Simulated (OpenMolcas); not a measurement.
## Rh4+: moving or changing the point charges

Rh4+ among 6 point charges of -1.7 e arranged as an octahedron (Oh), 1.88 Å from the ion.
```
   1.8800    0.0000    0.0000  -1.70
   0.0000    1.8800    0.0000  -1.70
  -1.8800    0.0000    0.0000  -1.70
   0.0000   -1.8800    0.0000  -1.70
   0.0000    0.0000    1.8800  -1.70
   0.0000    0.0000   -1.8800  -1.70
```

```json
{"Program": "OpenMolcas 26.06", "Method": "CASSCF", "Basis": "ANO-RCC-VDZP [6s5p3d1f]", "Scalar Hamiltonian": "DKH2, point nucleus", "Active space": "5 electrons in 5 orbitals (4d)", "State averaging": "2S+1 = 6 even, 1 root; 2S+1 = 4 even, 24 roots; 2S+1 = 2 even, 75 roots", "Spin-orbit coupling": "RASSI with atomic mean-field integrals over the reference wave functions"}
```

Runs around this geometry, states (labels of O, the rotations of Oh). Energies in cm-1 above the lowest state or level, χT in cm3 K/mol; 10Dq and B are least-squares fits to the states below 45000 cm-1, weighted by degeneracy, with a free offset, and given where the rms deviation is under 5 % of |10Dq| (or 100 cm-1) and under 700 cm-1.

| R (Å) | q (e) | Ground state | 10Dq | B (rms of fit) | First gap with spin-orbit (degeneracies) | χT at 300 K | First state of another spin |
| --- | --- | --- | --- | --- | --- | --- | --- |
| 1.81 | -1.1 | 6A1 | 6152 | 994 (85) | 0.4 (2, 4) | 4.366 | 4T1 26518 |
| 1.65 | -1.7 | 6A1 | 14221 | 997 (226) | 2.8 (2, 4) | 4.351 | 4T1 18320 |
| 1.88 | -1.7 | 6A1 | 7945 | 990 (122) | 0.6 (2, 4) | 4.364 | 4T1 24862 |

Taking |10Dq| as R^-n, n = -ln(7945 / 14221) / ln(1.88 / 1.65) = 4.5 between the shortest and longest distance. The point-charge formula for a cubic d site gives n = 5.

Without dynamic correlation the repulsion within the d shell is too large (B by tens of per cent), so at a given field states of lower spin stand too high. Point charges give a weaker field than real ligands, and real ions of this kind are as a rule low spin; the high spin found here belongs to the model. This field is weak: 10Dq is about 6152 cm-1, while octahedral complexes of 4d ions of charge 3 and more, computed by the same method with explicit ligands, had a median near 25000 cm-1. Ground spin and moment need not be those of a real site (figures for R = 1.81, q = -1.1; the like holds for R = 1.65, q = -1.7, R = 1.88, q = -1.7). This is an electrostatic model: the charges have no orbitals. No measured value stands beside these numbers.
